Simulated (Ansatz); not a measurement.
C4H4Ge⁺, that is Ge(CCH)2H2 with one electron fewer. The state is a doublet with charge 1. Geometry PBE0-D4/def2-SVP, that of the neutral singlet; atoms count from 1.

```
atom   x (Å)   y (Å)   z (Å)
 Ge1   0.815  -0.402   0.403
  C2  -0.234   0.979   1.178
  C3  -0.901   1.865   1.674
  H4  -1.491   2.649   2.115
  C5   0.053  -0.887  -1.267
  C6  -0.433  -1.207  -2.334
  H7  -0.863  -1.489  -3.279
  H8   0.813  -1.621   1.332
  H9   2.242   0.113   0.178
```

(1) Estimate the Mulliken populations from the PBE0/def2-TZVP orbitals of Ansatz.

(2) Where does the spin sit?

(3) And the Mayer bond orders between heavy atoms (over 0.3)?

## Answers

(1) 
```tsv
atom	charge (e)	spin (α − β)
Ge1	0.25	-0.03
C2	0.09	0.18
C3	-0.14	0.24
H4	0.25	-0.01
C5	0.09	0.18
C6	-0.14	0.24
H7	0.25	-0.01
H8	0.17	0.10
H9	0.17	0.10
```
Mulliken values depend strongly on the basis.

(2) Summed by element: Ge -0.03, C 0.85, H 0.18, of 1 unpaired in all. Largest on single atoms: C3 0.24, C6 0.24, C5 0.18.

(3) Ge1–C2 0.78 (1.90 Å); Ge1–C5 0.78 (1.90 Å); C2–C3 2.71 (1.22 Å); C5–C6 2.71 (1.22 Å).
